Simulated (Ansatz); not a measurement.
CH2B2, SMILES `B=C=B` (charge 0, multiplicity 1).

Computed with Ansatz (a program for electronic structure) with PBE/cc-pVTZ // PBE0-D3(BJ)/def2-TZVP.

Ansatz 0.2 input:
```yaml
crystal:
  periodic: [false, false, false]
  atoms:
    - { symbol: B, position_ang: [1.252931, 0.109396, 0.451011] }
    - { symbol: C, position_ang: [0.000352, -0.141067, -0.001123] }
    - { symbol: B, position_ang: [-1.252823, -0.391937, -0.451377] }
    - { symbol: H, position_ang: [2.337552, 0.326221, 0.842643] }
    - { symbol: H, position_ang: [-2.338017, -0.609235, -0.841152] }
basis:
  gaussian: { orbitals: cc-pVTZ }
hamiltonian:
  xc: pbe
```

Output:

```
Functional definition: PBE
708 factors; their error is unknown
mean field evaluation 1: about -2405.2804 eV, gradient 6.8e1 eV
mean field evaluation 2: about -2378.9279 eV, gradient 1.0e2 eV
mean field evaluation 4: about -2416.3586 eV, gradient 2.4e0 eV
mean field evaluation 8: about -2416.3784 eV, gradient 3.6e-2 eV
mean field evaluation 16: about -2416.3618 eV, gradient 4.9e-5 eV
mean field -2416.36176496 eV, -88.7996569933 hartree, gradient 4.9e-5 eV, S^2 0.000000; 0 other end points of the search recorded, 0 dependent functions left out
reference -2416.36180096 eV, -88.7996583163 hartree; 9, 9 occupied and 109, 109 virtual orbitals, 708 factors
Total energy: -2416.36180096 eV, -88.7996583163 hartree
```
